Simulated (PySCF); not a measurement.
A run for PySCF: R-M06-2X/def2-TZVPPD on CHN (SMILES C#N).

```python
from pyscf import gto, dft

mol = gto.M(
    atom='''
    C    -0.75728567   -0.57204618   -0.31790175
    N    -0.20264249   -0.30010856    0.64590358
    H    -1.27406422   -0.82612094   -1.21631018
    ''',
    basis='def2-tzvppd',
    charge=0, spin=0, verbose=4, max_memory=1800)
mf = dft.RKS(mol, xc='m062x').density_fit(auxbasis='def2-universal-jkfit')
mf.grids.level = 4
mf.conv_tol = 1e-9
mf.max_cycle = 150
mf.kernel()
mf.dip_moment()
```

**Question.** Give the final energy of this run.

**Answer.** -93.4250 hartree.
